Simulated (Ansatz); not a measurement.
**Ligand exchange: C2H6Cl2Si + BH(CH3)(SiH3) → C2H9ClSi2 + BH(CH3)Cl**

Species: C2H6Cl2Si `CC[SiH](Cl)Cl`, singlet; BH(CH3)(SiH3), singlet; C2H9ClSi2 `CC[SiH]([SiH3])Cl`, singlet; BH(CH3)Cl, singlet. The partners trade Cl for SiH3: Si–Cl and B–SiH3 bonds give way to Si–SiH3 and B–Cl.

Shapes, held fixed at every level: PBE0-D4/def2-TZVP. Flexible molecules stand in one conformer, not always the lowest. Programs: Ansatz 0.2.0. Electronic energies: no zero-point or thermal term.

| level | kind | ΔE (kJ/mol) | less CCSD(T)/CBS estimate |
| --- | --- | --- | --- |
| HF/def2-TZVPP | Hartree–Fock | -11.8 | +6.4 |
| PBE-D4/def2-TZVPP | GGA | -26.5 | -8.3 |
| wB97X-V/def2-TZVPP | range-separated hybrid | -18.1 | +0.1 |
| MP2/def2-TZVPP | perturbation theory | -19.5 | -1.3 |
| CCSD(T)/def2-TZVPP | coupled cluster or CI | -20.8 | -2.6 |
| CCSD/def2-TZVPP | coupled cluster or CI | -18.7 | -0.5 |
| CCSD(T)/CBS estimate | coupled cluster or CI | -18.2 | 0.0 |

The highest level, CCSD(T)/CBS estimate, gives ΔE = -18.2 kJ/mol; the levels span -26.5 to -11.8. The column of differences is taken from that level and isn't an error. No measured value is set beside it here. The CBS estimate extrapolates MP2 from def2-TZVPP and def2-QZVPP and adds CCSD(T) − MP2 in the triple-zeta set, cores frozen.
